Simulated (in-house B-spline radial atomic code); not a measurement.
Nd is squeezed into an impenetrable sphere of radius R (the orbitals vanish at R). Method: Dirac-Kohn-Sham LDA VWN5, spherical fractional occupations, Fermi nucleus of rms radius 4.9123 fm. Calculated with a B-spline radial code for spherical atoms.

Energies in eV above the free atom in [Xe] 4f4 6s2:

```json
{"R (bohr)": "7.31", "highest level (eV)": "-0.561", "[Xe] 4f4 6s2": "1.16", "[Kr] 4d9 4f5 5s2 5p6 6s2": "116", "[Kr] 4d10 4f4 5s2 5p5 6s2 6f1": "43.24"}
{"R (bohr)": "6.04", "highest level (eV)": "0.764", "[Xe] 4f4 6s2": "3.696", "[Kr] 4d9 4f5 5s2 5p6 6s2": "118.5", "[Kr] 4d10 4f4 5s2 5p5 6s2 6f1": "54.19"}
{"R (bohr)": "5.04", "highest level (eV)": "3.29", "[Xe] 4f4 6s2": "9.7", "[Kr] 4d9 4f5 5s2 5p6 6s2": "124.4", "[Kr] 4d10 4f4 5s2 5p5 6s2 6f1": "72.3"}
{"R (bohr)": "4", "highest level (eV)": "14.3", "[Xe] 4f4 6s2": "30.42", "[Kr] 4d9 4f5 5s2 5p6 6s2": "144.9", "[Kr] 4d10 4f4 5s2 5p5 6s2 6f1": "117.6"}
{"R (bohr)": "3.49", "highest level (eV)": "27.1", "[Xe] 4f4 6s2": "58.57", "[Kr] 4d9 4f5 5s2 5p6 6s2": "172.7", "[Kr] 4d10 4f4 5s2 5p5 6s2 6f1": "167.4"}
{"R (bohr)": "2.83", "highest level (eV)": "64.6", "[Xe] 4f4 6s2": "156.3", "[Kr] 4d9 4f5 5s2 5p6 6s2": "269.5", "[Kr] 4d10 4f4 5s2 5p5 6s2 6f1": "313.4"}
{"R (bohr)": "2.65", "highest level (eV)": "83", "[Xe] 4f4 6s2": "210.7", "[Kr] 4d9 4f5 5s2 5p6 6s2": "323.7", "[Kr] 4d10 4f4 5s2 5p5 6s2 6f1": "387.8"}
{"R (bohr)": "2.39", "highest level (eV)": "121", "[Xe] 4f4 6s2": "333.4", "[Kr] 4d9 4f5 5s2 5p6 6s2": "446.2", "[Kr] 4d10 4f4 5s2 5p5 6s2 6f1": "547.7"}
{"R (bohr)": "1.84", "highest level (eV)": "294", "[Xe] 4f4 6s2": "1009", "[Kr] 4d9 4f5 5s2 5p6 6s2": "1124", "[Kr] 4d10 4f4 5s2 5p5 6s2 6f1": "1355"}
{"R (bohr)": "1.35", "highest level (eV)": "775", "[Xe] 4f4 6s2": "3473", "[Kr] 4d9 4f5 5s2 5p6 6s2": "3599", "[Kr] 4d10 4f4 5s2 5p5 6s2 6f1": "4059"}
```

Problem. Does [Kr] 4d9 4f5 5s2 5p6 6s2 fall below [Xe] 4f4 6s2 under compression?

Solution. No, it stays above over the whole range.

Problem. Does [Kr] 4d10 4f4 5s2 5p5 6s2 6f1 fall below [Xe] 4f4 6s2 under compression?

Solution. No, it stays above over the whole range.

The highest level is first positive in the row R = 6.04 bohr, pushed up by confinement above the zero of the free ion's potential. Each configuration is held fixed and needn't be the lowest in the sphere.
